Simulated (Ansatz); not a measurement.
# A relaxation, step by step

HfH3Cl3O, singlet, PBE0-D4/def2-TZVP (Ansatz 0.2.0). Settings:

```yaml
hamiltonian: {xc: pbe0, dispersion: d4}
relax: {f_tol: 0.005, max_steps: 200}
```

Start, a step off a saddle point along its unstable mode:

| atom | x (Å) | y (Å) | z (Å) |
| --- | --- | --- | --- |
| Hf1 | -0.3510 | 0.0878 | -0.5031 |
| O2 | 0.4181 | -0.9599 | 1.0619 |
| Cl3 | 0.7468 | -1.2681 | -2.0176 |
| Cl4 | -2.6585 | -0.2608 | -0.3536 |
| Cl5 | -0.2301 | 2.1760 | -1.6309 |
| H6 | 0.4656 | 0.5502 | 1.2871 |
| H7 | 0.4406 | 1.2091 | 1.0591 |
| H8 | 1.1686 | -1.5343 | 1.0972 |

```
               step  energy less the last (meV)  largest force component (eV/Å)
                  1                      1402.8                           4.463
                  3                       577.6                           1.475
                  5                       282.3                           0.455
                  7                       112.2                           0.729
                  9                        44.1                           0.301
                 11                        10.4                           0.252
13 (rejected trial)                        99.6                           1.381
15 (rejected trial)                         4.3                           0.282
                 17                         2.1                           0.087
                 19                         0.8                           0.005
                 21                         0.5                           0.035
                 23                         0.1                           0.002
25 (rejected trial)                         0.5                           0.135
                 27                         0.1                           0.020
                 29                         0.0                           0.005
                 31                         0.0                           0.013
                 32                         0.0                           0.003
```

Step 19, positions (Å) and forces (eV/Å):

```tsv
atom	x	y	z	Fx	Fy	Fz
Hf1	-0.209	-0.404	-0.942	0.002	-0.003	-0.001
O2	0.873	-1.155	0.402	0.003	0.001	0.002
Cl3	-0.141	-1.788	-2.823	-0.001	0.001	0.001
Cl4	-2.412	-0.248	-0.175	0.001	0.002	0.002
Cl5	0.601	1.714	-1.515	0.000	-0.001	0.001
H6	-0.252	1.459	2.201	-0.002	0.003	-0.005
H7	0.117	1.937	1.761	-0.001	-0.004	0.003
H8	1.424	-1.514	1.091	-0.001	0.001	-0.003
```

Step 27, positions (Å) and forces (eV/Å):

| atom | x | y | z | Fx | Fy | Fz |
| --- | --- | --- | --- | --- | --- | --- |
| Hf1 | -0.195 | -0.395 | -0.933 | -0.003 | 0.002 | 0.001 |
| O2 | 0.903 | -1.150 | 0.395 | 0.000 | 0.000 | -0.002 |
| Cl3 | -0.179 | -1.791 | -2.807 | 0.001 | 0.000 | 0.000 |
| Cl4 | -2.384 | -0.212 | -0.131 | 0.001 | 0.000 | 0.000 |
| Cl5 | 0.628 | 1.709 | -1.534 | 0.001 | -0.001 | -0.001 |
| H6 | -0.381 | 1.474 | 2.132 | 0.019 | 0.016 | -0.013 |
| H7 | 0.151 | 1.883 | 1.802 | -0.020 | -0.016 | 0.013 |
| H8 | 1.457 | -1.519 | 1.076 | 0.001 | 0.000 | 0.001 |

Step 31, positions (Å) and forces (eV/Å):

```csv
atom,x,y,z,Fx,Fy,Fz
Hf1,-0.193,-0.394,-0.933,0.002,-0.002,0.005
O2,0.909,-1.148,0.392,0.001,-0.001,-0.001
Cl3,-0.187,-1.794,-2.803,0.000,0.001,-0.001
Cl4,-2.378,-0.204,-0.122,0.000,0.001,-0.001
Cl5,0.636,1.707,-1.541,-0.001,0.000,-0.001
H6,-0.412,1.484,2.115,0.013,0.009,-0.007
H7,0.159,1.869,1.823,-0.013,-0.009,0.007
H8,1.466,-1.520,1.069,-0.001,0.001,-0.001
```

Last step (32):

| atom | x (Å) | y (Å) | z (Å) |
| --- | --- | --- | --- |
| Hf1 | -0.1935 | -0.3939 | -0.9329 |
| O2 | 0.9085 | -1.1484 | 0.3921 |
| Cl3 | -0.1857 | -1.7938 | -2.8031 |
| Cl4 | -2.3787 | -0.2041 | -0.1229 |
| Cl5 | 0.6345 | 1.7066 | -1.5413 |
| H6 | -0.4098 | 1.4843 | 2.1161 |
| H7 | 0.1591 | 1.8693 | 1.8225 |
| H8 | 1.4657 | -1.5197 | 1.0696 |

Hardware: 8 CPU threads of an Arm Neoverse V2, shared host. Wall time 69 s; peak host memory 0.7 GiB.
